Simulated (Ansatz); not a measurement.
Correlation energies of `O[SiH2]N[SiH](O)F` by basis set

```xyz
12

O     2.543    0.094    0.323
Si    1.313    1.096   -0.105
N    -0.245    0.484    0.321
Si   -1.055   -0.885   -0.275
O    -2.648   -0.534   -0.309
F    -0.878   -2.168    0.666
H     2.590   -0.194    1.235
H     1.410    2.416    0.569
H     1.460    1.212   -1.571
H    -0.739    1.011    1.029
H    -0.484   -1.265   -1.581
H    -3.267   -1.266   -0.302
```

Total charge 0; spin multiplicity 1. Geometry: relaxed with PBE0-D4/def2-TZVP. It is one conformer, not always the lowest. Frozen core, restricted reference, Ansatz. CBS rows extrapolate triple and quadruple zeta; past MP2 they add the triple-zeta difference.

| basis | HF (Eh) | MP2 corr. |
| --- | --- | --- |
| def2-TZVPP | -885.39191 | -1.17839 |
| def2-QZVPP | -885.42633 | -1.27726 |

Q: Estimate the CCSD correlation energy and the (T) correction in each basis where they were run (hartree).

A: 
```
     basis  CCSD corr.       (T)
def2-TZVPP    -1.21026  -0.04092
 CBS(def2)    -1.38236     as TZ
```
